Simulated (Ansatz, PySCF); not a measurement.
C3H7BFN, SMILES C=CB(NC)F.

Geometry: ωB97X-D3(BJ)/def2-SVP. This is a generated structure with no PubChem entry under its InChIKey; it may be hypothetical. The values are those of a single conformer.

Vertical ionisation energy (IE) and electron affinity (EA) in eV. Rows of orbital energies are one-electron estimates. Where ΔSCF, EOM or ADC give a negative EA the extra electron is unbound and the value depends on the basis.

```csv
level,IE,EA
"−ε(HOMO), −ε(LUMO), HF/def2-TZVP (PySCF)",9.97,-3.07
"−ε(HOMO), −ε(LUMO), PBE/def2-TZVP (PySCF)",6.07,1.56
"ΔSCF, CAM-B3LYP/def2-SVPD (Ansatz), final states of multiplicity 2 and 2",9.49,-1.25
"ΔSCF, PBE/def2-SVPD (Ansatz), final states of multiplicity 2 and 2",9.04,-1.07
```

Task: What vertical singlet–triplet gap does ΔSCF give with CAM-B3LYP/def2-SVPD (Ansatz, an electronic-structure program) and with PBE/def2-SVPD (Ansatz)? (Estimate from the structure and the level; the computed values follow.)

Result: 4.00 and 3.95 eV (triplet above singlet where positive).
